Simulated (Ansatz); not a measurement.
Reaction (hydrogenolysis of a C–F bond): `FC1C=C[SiH2]1` + H₂ → `C1=C[SiH2]C1` + H–F

Calculated with Ansatz (gas phase, PBE0-D4/def2-TZVP geometries, no zero-point term in ΔE). CBS: MP2 limit from def2 TZ/QZ plus the TZ coupled-cluster correction, frozen cores. This one scheme is used for every species. DFT in def2-TZVPP. B3LYP here is the variant with VWN-RPA as its local correlation; programs differ in this.

Q: Is it downhill or uphill in electronic energy at CCSD(T)/CBS, and by how much? (Estimate.)

A: Ansatz gave: Downhill: ΔE = -118.5 kJ/mol.

Q: What do these levels give: PBE0-D4, B3LYP-D4, r2SCAN, B3LYP, CCSD/def2-TZVPP, SCS-MP2/def2-QZVPP? (Best estimate.)

A: The calculation gave: PBE0-D4 -112.3, B3LYP-D4 -103.5, r2SCAN -104.2, B3LYP -105.1, CCSD/def2-TZVPP -119.3, SCS-MP2/def2-QZVPP -119.7 kJ/mol.

Largest T1 diagnostic among the species: 0.012.

From PBE to PBE0 (25 % exact exchange), in def2-TZVPP and without D4, ΔE moves by −9.5 kJ/mol.
